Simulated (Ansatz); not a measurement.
Geometry optimisation, RKS PBE-D4/def2-SVP (Ansatz 0.2.0).

input.yaml

```yaml
crystal:
  periodic: [false, false, false]
  atoms:
    - { symbol: Hf, position_ang: [0.0, 0.0, 0.0] }
    - { symbol: F, position_ang: [0.0, 0.0, 2.33] }
    - { symbol: F, position_ang: [1.8671, 0.0, -0.6593] }
    - { symbol: F, position_ang: [-0.9326, 1.6157, -0.6593] }
    - { symbol: F, position_ang: [-0.9326, -1.6157, -0.6593] }
    - { symbol: O, position_ang: [-2.2491, 0.0, 0.7473] }
    - { symbol: H, position_ang: [-2.7942, -0.6297, 0.1759] }
    - { symbol: H, position_ang: [-1.3253, 0.0, 1.9476] }
basis:
  gaussian: { orbitals: def2-SVP }
hamiltonian:
  xc: pbe
  dispersion: d4
relax:
  f_tol: 0.15
  max_steps: 25
  restrain:
    - { distance: [0, 5], at: 2.07, k: 30.0 }
    - { distance: [7, 1], at: 0.92, k: 30.0 }
    - { distance: [0, 1], at: 3.18, k: 30.0 }
    - { distance: [7, 5], at: 2.21, k: 30.0 }
output:
  orbitals: {}
```

Run as:

```bash
$ ansatz run input.yaml --threads 2 --pin off --max-ram 3072MiB --backend cpu --events-out ev --progress --plain --runs-dir out
```

Q: Where does it end, and by what steps?

A: The forces met the threshold. The restraints hold the end off the free minimum; the threshold counts their pulls, which the force column leaves out. Restrained pairs: Hf1–O6 (2.37 → 2.03 Å), F2–H8 (1.38 → 0.94 Å), Hf1–F2 (2.33 → 3.17 Å), O6–H8 (1.51 → 2.21 Å). After 12 steps the energy has fallen by 2.228 eV (the restraints' own energy left out); F5 moved furthest, 1.61 Å.

| step | energy less start (eV) | largest force component (eV/Å) | accepted |
| --- | --- | --- | --- |
| 0 | 0.0000 | 3.378 | yes |
| 1 | 0.1768 | 2.945 | yes |
| 2 | 0.0512 | 2.353 | yes |
| 3 | -0.5538 | 2.067 | yes |
| 4 | -1.1001 | 1.018 | yes |
| 5 | -1.5057 | 1.101 | yes |
| 6 | -1.7813 | 1.098 | yes |
| 7 | -1.9703 | 0.928 | yes |
| 8 | -2.0569 | 0.941 | yes |
| 9 | -2.1066 | 1.022 | yes |
| 10 | -2.1318 | 0.815 | yes |
| 11 | -2.1984 | 1.053 | yes |
| 12 | -2.2283 | 1.193 | yes |

```xyz
8
Properties=species:S:1:pos:R:3
Hf -0.441 -0.151 -0.484
F -0.210 0.873 2.505
F 1.290 -0.769 0.063
F -0.462 1.735 -0.840
F -0.871 -1.001 -2.143
O -1.890 -0.662 0.844
H -2.770 -1.052 0.710
H -1.014 0.398 2.568
```

Run time: 32 s on 2 threads of Arm Neoverse V2, with other jobs on the host, peak memory 0.22 GiB.
